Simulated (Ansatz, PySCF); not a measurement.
Gas-phase reaction (SMILES): F[Si](Cl)(Cl)Cl [trichloro(fluoro)silane] + O (H2O) → O[Si](Cl)(Cl)Cl + F (HF); water cleaves one Si-F bond, a model of a ligand-exchange step.

Structures are relaxed separately at B3LYP-D3(BJ)/def2-TZVP in Ansatz (a quantum-chemistry and plane-wave program), one conformer each, not searched for the lowest. Valence correlation only, unless marked. No spin-orbit coupling. No relativistic terms. Basis-set limits of correlation are two-point, X^-3; Hartree-Fock from the larger set. Thermal terms are rigid-rotor harmonic-oscillator values from B3LYP-D3(BJ) frequencies (Ansatz or PySCF) at 298.15 K and 1 atm. 1 Eh = 627.5095 kcal/mol.

```json
[
 {"species": "F[Si](Cl)(Cl)Cl", "E, CCSD(T)/CBS(cc-pV(T+d)Z,cc-pV(Q+d)Z) (Ansatz) (Eh)": "-1768.42162", "E, PBE/def2-TZVPD (Ansatz) (Eh)": "-1769.45997", "H - E (Eh)": "0.01555", "G - E (Eh)": "-0.02216"},
 {"species": "O (H2O)", "E, CCSD(T)/CBS(cc-pV(T+d)Z,cc-pV(Q+d)Z) (Ansatz) (Eh)": "-76.37426", "E, PBE/def2-TZVPD (Ansatz) (Eh)": "-76.38111", "H - E (Eh)": "0.02495", "G - E (Eh)": "0.00353"},
 {"species": "O[Si](Cl)(Cl)Cl", "E, CCSD(T)/CBS(cc-pV(T+d)Z,cc-pV(Q+d)Z) (Ansatz) (Eh)": "-1744.39215", "E, PBE/def2-TZVPD (Ansatz) (Eh)": "-1745.43276", "H - E (Eh)": "0.02725", "G - E (Eh)": "-0.01279"},
 {"species": "F (HF)", "E, CCSD(T)/CBS(cc-pV(T+d)Z,cc-pV(Q+d)Z) (Ansatz) (Eh)": "-100.39146", "E, PBE/def2-TZVPD (Ansatz) (Eh)": "-100.39521", "H - E (Eh)": "0.01259", "G - E (Eh)": "-0.00713"}
]
```

### Question
Work out ΔE and ΔH, ΔG, ΔS and the equilibrium constant at 298.15 K at the first level, then ΔH at the second.

### Answer

1. ΔE = [(-1744.39215) + (-100.39146)] - [(-1768.42162) + (-76.37426)] = 0.01227 Eh = 7.7 kcal/mol at CCSD(T)/CBS(cc-pV(T+d)Z,cc-pV(Q+d)Z).
2. The terms H - E add up to -0.00066 Eh, so ΔH = (0.01227 + (-0.00066))×627.5095 = 7.3 kcal/mol.
3. The terms G - E add up to -0.00129 Eh, so ΔG = 6.9 kcal/mol, and ΔS = (-0.00066 - (-0.00129))×627509.5/298.15 = 1.3 cal/(mol K).
4. log10 K = -ΔG/(RT ln 10) = -5.1, with RT ln 10 = 1.3642 kcal/mol.
5. At PBE/def2-TZVPD the same steps give ΔE = 8.2 and ΔH = 7.8 kcal/mol, a shift of +0.5 from the first level.
6. These values are not checked against measurement here, since the tables used lack a sound gas-phase enthalpy of formation for at least one species.
